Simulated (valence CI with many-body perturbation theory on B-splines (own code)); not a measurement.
Results of a calculation; reference values are marked as such.
# Sensitivity of CI+MBPT for Cd²⁶⁺

Level of theory: relativistic CI+MBPT: four valence electrons over a frozen Dirac-Fock core [Ar], a basis of 6 s, 6 p, 5 d, 5 f, 1 g functions for each j, with the one-electron correlation potential Σ1 (screened to all orders), the two-electron term Σ2, the three-electron term Σ3, Breit, model QED; selected single and double excitations, second order for the rest (own B-spline code, finite nucleus).

No measured spectrum was set against this ion. As an estimate, large intervals hold to a few tenths of a per cent, small ones and those within an open d or f shell to about a per cent. Only levels of the ground parity were solved; by the run's estimate the other parity begins above the list, which can be wrong where configurations are misplaced.

The reference run has the lowest level 3d4 5D_0 and an ionisation energy of 1400.77 eV. Its largest variational space holds 7944 state functions.

Names give the largest LS component (configuration and term), which can be under half, so a name can repeat, a term be missing and a line seem to break the LS rules; names also repeat where a configuration has a term twice.

Changed runs:
A. highest l with Σ1, explicit Σ2 and valence Breit (higher l get mean screening factors) 3 → 0
B. scale of Σ1 1 → 0.8; factor on the speed of light 1 → 10; QED terms on → off
C. QED terms on → off
D. scale of Σ2 1 → -1 (bad on purpose)

Excitation energies of the reference run in cm⁻¹, and shifts in cm⁻¹:

```tsv
Level	Reference	A	B	C	D
3d4 5D_1	33058	-1931	-32991	-177	-2852
3d4 5D_2	58177	-2015	-57976	-269	-3725
3d4 5D_3	75609	-1333	-75210	-302	-3635
3d4 5D_4	83099	+391	-82439	-253	-2788
3d4 3P_0	118151	-1485	-28101	-303	-172
3d4 3H_4	126715	-987	-39716	-303	-3929
3d4 3G_3	148661	+133		-287	+201
3d4 3F_2	152809	+783		-273	+1979
3d4 3H_5	157286	-27	-70161	-347	-4138
3d4 3P_1	160221	-110	-69756	-367	+1550
3d4 3H_6	169090	+923	-81815	-363	-5501
3d4 3G_4	185071	+1004		-378	-684
Ionisation energy (eV)	1400.77	-1.84	+0.88	-0.06	-14.71
```

A blank means that the level has no clear partner in that run.
